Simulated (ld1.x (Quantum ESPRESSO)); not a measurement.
# Ranking TM semilocal potentials for Sr (Z = 38)

All share these settings but for the change named:

- Element: Sr
- Generator: ld1.x (Quantum ESPRESSO) 7.5
- Type: norm-conserving Troullier–Martins (semilocal form)
- Functional: LDA (PZ)
- Relativity: scalar-relativistic
- Frozen core: [Ar] 3d10 4s2
- Valence charge: 8
- Reference configuration: 4p6 4d0 5s2 5p0
- Partial waves: 4p (bound): rc 2.60 bohr; 4d (bound, empty): rc 3.80 bohr; 5s (bound): rc 2.95 bohr
- Local potential: the s channel
- Core correction: none

Test errors are all-electron minus pseudo excitation energies from the reference, over 4p6 4d0 5s1 5p0; 4p6 4d0 5s0 5p0; 4p6 4d0 5s1.5 5p0; 4p6 4d0 5s0 5p2; 4p6 4d0 5s1 5p1; 4p6 4d1 5s0 5p0; 4p6 4d0 5s0 5p1. None of these files shows a bound ghost.

The base gives 102.5 meV.

Of 8 variants that were run, those that failed, showed a ghost or another fault, or gave nearly equal values are left out.

A variant can come out equal or close to the base, since the largest error may sit in a test that the change hardly touches while other tests move.

Rank these variants by their largest absolute test error, smallest first.
A. all radii scaled by about 1.37 (s 4.04, p 3.56, d 5.20 bohr)
B. all radii scaled by about 0.82 (s 2.42, p 2.14, d 3.12 bohr)
C. all radii scaled by about 1.31 (s 3.86, p 3.40, d 4.98 bohr)
D. all radii scaled by about 1.06 (s 3.12, p 2.76, d 4.02 bohr)
E. all radii scaled by about 1.14 (s 3.38, p 2.98, d 4.34 bohr)

E (45.1 meV), B (80.3 meV), D (91.2 meV), C (154.2 meV), A (289.7 meV).
